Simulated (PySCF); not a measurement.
Precursor series Ta Cl-OH. All species are isolated molecules in the gas phase. One relaxed conformer stands for each flexible species; it need not be the lowest.

Computed with PBE-D3(BJ)/def2-TZVP // BP86-D3(BJ)/def2-SVP (PySCF). All candidates: neutral, multiplicity 1. 

```yaml
HOMO–LUMO gap: 3.36 eV
HOMO: -7.84 eV
LUMO: -4.49 eV
```

Q: Name which member has these values.
A) [Ta(Cl)2(OH)3]
B) [Ta(OH)5]
C) [Ta(Cl)5]
D) [Ta(Cl)3(OH)2]

A: C, [Ta(Cl)5]. The others give [Ta(OH)5]: 5.08 eV, -6.91 eV, -1.83 eV; [Ta(Cl)3(OH)2]: 4.03 eV, -7.43 eV, -3.39 eV; [Ta(Cl)2(OH)3]: 4.43 eV, -7.03 eV, -2.60 eV
